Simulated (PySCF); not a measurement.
CH₆Al₂O₄, SMILES [OH][Al]([OH])[CH2][Al]([OH])[OH]. Atoms are numbered in the order given.

```xyz
13

Al    -1.5541    -0.2872     0.0595
O     -1.5910     1.3242    -0.4947
O     -2.8914    -1.3087    -0.2001
C      0.0729    -0.9473     0.8896
Al     1.5532     0.0383     0.1576
O      3.0683    -0.4961    -0.4080
O      1.2345     1.7152    -0.0433
H     -0.7563     1.8105    -0.4058
H     -3.6851    -1.0195    -0.6539
H      0.1634    -2.0439     0.8564
H      0.0017    -0.6502     1.9551
H      3.4028    -1.3926    -0.3666
H      1.8841     2.3385    -0.3759
```

Geometry: PBE0-D3(BJ)/def2-SVP. The structure was generated by enumeration; whether it is a known compound was not checked. One conformer was computed; it need not be the lowest.

All values below come from KT2/pcSseg-1 (PySCF).

GIAO shieldings, no solvent; atoms listed in one row are averaged. δ = σ(ref) − σ: ¹⁷O against H2O (σ = 330.4 ppm); ¹³C against TMS (σ = 185.1 ppm); ¹H against TMS (σ = 31.47 ppm), references at their B3LYP-D3(BJ)/def2-TZVP geometries, non-relativistic.

Computed chemical shifts:
```json
[
 {"nucleus": "¹⁷O", "atoms": "O2", "count": "1", "δ (ppm)": "82.6"},
 {"nucleus": "¹⁷O", "atoms": "O6", "count": "1", "δ (ppm)": "54.7"},
 {"nucleus": "¹⁷O", "atoms": "O7", "count": "1", "δ (ppm)": "36.1"},
 {"nucleus": "¹⁷O", "atoms": "O3", "count": "1", "δ (ppm)": "33.1"},
 {"nucleus": "¹³C", "atoms": "C4", "count": "1", "δ (ppm)": "-25.4"},
 {"nucleus": "¹H", "atoms": "H8", "count": "1", "δ (ppm)": "4.46"},
 {"nucleus": "¹H", "atoms": "H12", "count": "1", "δ (ppm)": "2.39"},
 {"nucleus": "¹H", "atoms": "H9", "count": "1", "δ (ppm)": "1.98"},
 {"nucleus": "¹H", "atoms": "H13", "count": "1", "δ (ppm)": "1.56"},
 {"nucleus": "¹H", "atoms": "H11", "count": "1", "δ (ppm)": "-0.59"},
 {"nucleus": "¹H", "atoms": "H10", "count": "1", "δ (ppm)": "-0.92"}
]
```
